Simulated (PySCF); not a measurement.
SMILES Clc1ccccc1Br (C₆H₄BrCl) (GFN2-xTB optimised geometry):

```
12

Cl    -1.586    -2.332     0.000
C     -0.705    -0.849     0.000
C     -1.387     0.359     0.000
C     -0.686     1.552     0.000
C      0.699     1.546     0.000
C      1.386     0.346     0.000
C      0.686    -0.849     0.000
Br     1.645    -2.486     0.000
H     -2.465     0.353     0.000
H     -1.225     2.486     0.000
H      1.249     2.475     0.000
H      2.465     0.327     0.000
```

Computed with B3LYP/def2-TZVP run with PySCF.

What are the frontier orbital energies and the dipole moment?

HOMO-2 -7.93 eV, HOMO-1 -7.36 eV, HOMO -6.97 eV, LUMO -1.02 eV, LUMO+1 -0.96 eV; dipole moment 2.42 D.

Meta-Löwdin charges at B3LYP/def2-TZVP: Cl1 -0.03, C2 0.01, C3 -0.12, C4 -0.11, C5 -0.11, C6 -0.11, C7 -0.02, Br8 -0.02, H9 0.13, H10 0.13, H11 0.13, H12 0.13.
